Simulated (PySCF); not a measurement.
A GIAO shielding run with PySCF (density fitting, non-relativistic, gas phase) on SMILES O=S(=O)(Cl)C(F)(F)F, CClF₃O₂S:

```
$ OMP_NUM_THREADS=1 python probes_run.py task.json out

{"job": {"kind": "nmr", "xc": "PBE0", "basis": "pcSseg-0", "pop": true}, "charge": 0, "multiplicity": 1}
O      1.325806    -0.177955     1.467253
S      0.953379    -0.116462     0.076932
O      1.411101    -1.053597    -0.916644
Cl     1.301528     1.802009    -0.611273
C     -0.919111    -0.093552    -0.007385
F     -1.327327    -1.294242     0.340337
F     -1.383060     0.804167     0.828604
F     -1.303115     0.180207    -1.231825
```

Hardware: 1 thread of an Arm Neoverse V1, shared host. The job also computes population analyses, field gradients.

Question: How large is the calculation?

Answer: 82 electrons, 80 basis functions and 761 auxiliary functions.

Question: How long does it take, and how much memory does it need?

Answer: 6.7 s of wall time, with 16 SCF cycles and 5 response iterations; peak memory 0.48 GiB. Times on a shared host scatter by some tens of per cent.

Question: And these other runs on the same molecule and hardware: GIAO shielding at PBE0/pcSseg-2?

Answer: PBE0/pcSseg-2: 302 functions, 52 s.
